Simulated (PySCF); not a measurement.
An equivalent PySCF input for Tl²⁺ (thallium, charge +2), [Xe] 4f14 5d10 6s1, 2S determinant, with scalar relativity by spin-free X2C-1e:

```python
from pyscf import gto, scf, dft, mp, cc
import basis_set_exchange as bse
mol = gto.M(atom="Tl 0 0 0", charge=2, spin=1, symmetry="D2h",
            basis=gto.basis.parse(bse.get_basis("x2c-QZVPPall", elements=["Tl"], fmt="nwchem")),
            nucmod="G")
mf = dft.UKS(mol, xc="LDA,VWN").sfx2c1e()
mf.irrep_nelec = {'Ag': (12, 11), 'B1g': (3, 3), 'B2g': (3, 3), 'B3g': (3, 3), 'Au': (1, 1), 'B1u': (6, 6), 'B2u': (6, 6), 'B3u': (6, 6)}
mf.kernel()
```

It reaches the same state as the run whose output follows, with an energy that differs only through the grid. The run itself started from symmetry-adapted Hartree-Fock orbitals and held the occupation by maximum overlap, on a logarithmic radial grid, so the iterations belong to that start.

```
SCF conv_tol = 1e-09
number electrons alpha = 40  beta = 39
XC functionals = LDA,VWN
    P. A. M. Dirac.,  Math. Proc. Cambridge Philos. Soc. 26, 376 (1930)
    F. Bloch.,  Z. Phys. 57, 545 (1929)
    S. H. Vosko, L. Wilk, and M. Nusair.,  Can. J. Phys. 58, 1200 (1980)
cycle= 1 E= -20236.5707437541  delta_E= -0.0753  |g|= 0.249  |ddm|= 1.41
cycle= 2 E= -20236.5680678491  delta_E= 0.00268  |g|= 0.337  |ddm|= 0.579
cycle= 3 E= -20236.57422906  delta_E= -0.00616  |g|= 0.0045  |ddm|= 0.343
cycle= 4 E= -20236.5742298824  delta_E= -8.22e-07  |g|= 0.000432  |ddm|= 0.0034
cycle= 5 E= -20236.5742298857  delta_E= -3.3e-09  |g|= 0.000257  |ddm|= 0.000319
cycle= 6 E= -20236.5742298959  delta_E= -1.02e-08  |g|= 1.78e-06  |ddm|= 0.000269
cycle= 7 E= -20236.5742298959  delta_E= -3.64e-12  |g|= 2.68e-07  |ddm|= 3.67e-06
converged SCF energy = -20236.5742298959  <S^2> = 0.75040567  2S+1 = 2.0004056
```

Spin-orbit coupling, which splits the p, d and f shells strongly at this Z, is absent.
